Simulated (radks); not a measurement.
The oxygen anion O2-, [Ne], held by a Watson sphere: a shell of charge +2 at radius R that stands for the Madelung well of a crystal (potential energy -2/R inside, -2/r outside, in hartree with lengths in bohr). Calculated with a radial shooting solver on a logarithmic mesh with Libxc functionals: non-relativistic Kohn-Sham, LDA (Slater exchange, Perdew-Wang correlation), spin-unpolarised, spherical densities, point nucleus. Response by self-consistent Sternheimer equations with the Hartree and adiabatic LDA kernel. The sphere does not respond.

R (bohr)  e(1s) (eV)  e(2s) (eV)  e(2p) (eV)  <r> 2p (bohr)  sum of <r^2> (bohr^2)  X-ray form factor at sin(theta)/lambda = 0.3 1/angstrom  alpha (bohr^3)
2.57         -503.83     -19.749      -6.079          1.617                  25.72                                                    4.058           25.43
2.59         -503.81     -19.688      -6.024          1.621                  25.86                                                    4.057           25.91
2.6          -503.80     -19.658      -5.998          1.623                  25.94                                                    4.056           26.16
2.8          -503.60     -19.099      -5.484          1.663                  27.35                                                    4.046           31.55
2.9          -503.50     -18.847      -5.247          1.682                  28.07                                                    4.043           34.60
2.95         -503.44     -18.727      -5.134          1.692                  28.43                                                    4.042           36.22
2.98         -503.41     -18.657      -5.067          1.698                  28.64                                                    4.041           37.23
